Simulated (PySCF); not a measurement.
**Ag²⁺: ionisation energy**

Ag²⁺ [Kr] 4d9 [4d3/2^4 4d5/2^5, M_J = 5/2] → Ag³⁺ [Kr] 4d8 [4d3/2^4 4d5/2^4, M_J = 4], as a difference of total energies. Computed with PySCF 2.14 in x2c-SVPall-2c, with the two-component X2C-1e Hamiltonian. Correlated levels: [Ar] 3d10 frozen; the 6 highest virtual spinors dropped. "Screened" scales the spin-orbit matrix elements by Boettger's factors to mimic the two-electron term; Breit and QED terms are absent.

| method | ionisation energy (eV) |
| --- | --- |
| GHF (spin-free) | 33.097 |
| GMP2 (spin-free) | 34.331 |
| GHF (screened spin-orbit) | 32.931 |
| GMP2 (screened spin-orbit) | 34.161 |

The spin-free rows relax to the high-spin LS determinant and lack the spin-orbit shift.

Errors of the correlated levels include the incompleteness of this basis and the frozen core.

The labels give the starting determinants; with spin-orbit coupling the two ends relaxed to ⟨J²⟩ = 8.76, ⟨L²⟩ = 6.02, ⟨S²⟩ = 0.76 and ⟨J²⟩ = 20.01, ⟨L²⟩ = 12.08, ⟨S²⟩ = 2.00.

Problem. Which method comes closest to the reference value, and which is furthest?

Solution. The reference is 34.8 ± 0.3 eV (semi-empirical (NIST evaluation); NIST Atomic Spectra Database, ionization energies). Closest: GMP2 (spin-free) (error -0.469 eV); furthest: GHF (screened spin-orbit) (error -1.869 eV).
